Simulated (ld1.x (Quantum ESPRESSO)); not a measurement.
Building the PAW potential for N (Z = 7) (PBEsol, non-relativistic).

ld1.x (Quantum ESPRESSO) 7.5 input, shortened:

```
&input
   title='N', zed=7., rel=0, dft='PBESOL', iswitch=3,
   config='[He] 2s2 2p2.5 3d-2'
 /
 &inputp
   pseudotype=3, lpaw=.true., tm=.true., lloc=-1, rcloc=0.90,
   nlcc=.true., new_core_ps=.true., rcore=0.55,
   which_augfun='GAUSS', rmatch_augfun=0.65
 /
6
2S  1  0   2.00   0.00  0.60  0.85  0.0
2S  1  0   0.00  -1.50  0.60  0.85  0.0
2P  2  1   2.50   0.00  0.95  1.15  0.0
2P  2  1   0.00  -0.40  0.95  1.15  0.0
3D  3  2  -2.00  -0.05  0.75  1.00  0.0
3D  3  2  -2.00   2.55  0.75  1.00  0.0
 &test
   configts(1)='2s2 2p2.5'
 /
```

All-electron outer shells of the reference configuration (PBEsol, non-relativistic, ld1.x):

| shell | level (eV) | outermost node (bohr) | outermost maximum (bohr) |
| --- | --- | --- | --- |
| 2s | -24.95 | 0.32 | 1.00 |
| 2p | -13.38 | – | 0.94 |

Calculated quality:

```
Cutoffs needed                            : 50 Ry and 70 Ry (the cutoffs (Ry, on a coarse ladder) from which the occupation-weighted sum of valence levels, in a spherical-Bessel basis at the reference potential, stays within 10 and 1 mRy of its value at 400 Ry)
Ghost test                                : no extra level below or beside the all-electron valence levels (s, p, d, f tested) (spherical-Bessel basis up to 400 Ry, 20 bohr box)
Configuration tests                       : test run stopped at test 5 of 7 (negative rho)
Lowest eigenvalue of the overlap operator : 0.57 (s channel)
```

Generation and tests took about 1.1 s on one core of a shared server CPU.
